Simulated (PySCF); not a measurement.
# A small calculation by hand: chemical shift, span and skew from a shielding tensor

Si(F)2(Cl)(Me) (CH₃ClF₂Si), SMILES C[Si](F)(F)Cl. Atoms are numbered in the order given.

```xyz
8

C     -1.5042    -1.2647     0.0000
Si     0.0712    -0.3222     0.0000
F      0.9645    -0.6866     1.2874
F      0.9645    -0.6866    -1.2874
Cl    -0.2255     1.6965     0.0000
H     -2.0985    -1.0187     0.8922
H     -2.0985    -1.0187    -0.8922
H     -1.3017    -2.3464     0.0000
```
Charge 0, spin multiplicity 1.

The structure is a stationary point at PBE0-D3(BJ)/def2-SVP.

GIAO shieldings from B3LYP/pcSseg-1 (PySCF), non-relativistic, no solvent. The symmetric part of the tensor of Si2 has the principal values 325.2, 326.5, 402.3 ppm. The same nucleus in TMS has σ = 338.7 ppm at this level (PySCF, at its B3LYP-D3(BJ)/def2-TZVP geometry). Without spin–orbit terms, shifts of atoms bonded to Cl or Br come out too high.

Q: Work out the isotropic shielding, the ²⁹Si shift against TMS, the span and the skew.

A: 
σ(iso) = (σ11 + σ22 + σ33)/3 = 351.3 ppm. δ = σ(ref) − σ(iso) = 338.7 − (351.3) = -12.6 ppm.
Span Ω = σ33 − σ11 = 77.1 ppm. Skew κ = 3(σ(iso) − σ22)/Ω = 0.97. Tumbling in solution averages the tensor to δ; in a static solid the shielding alone would spread this spin-1/2 line over Ω.
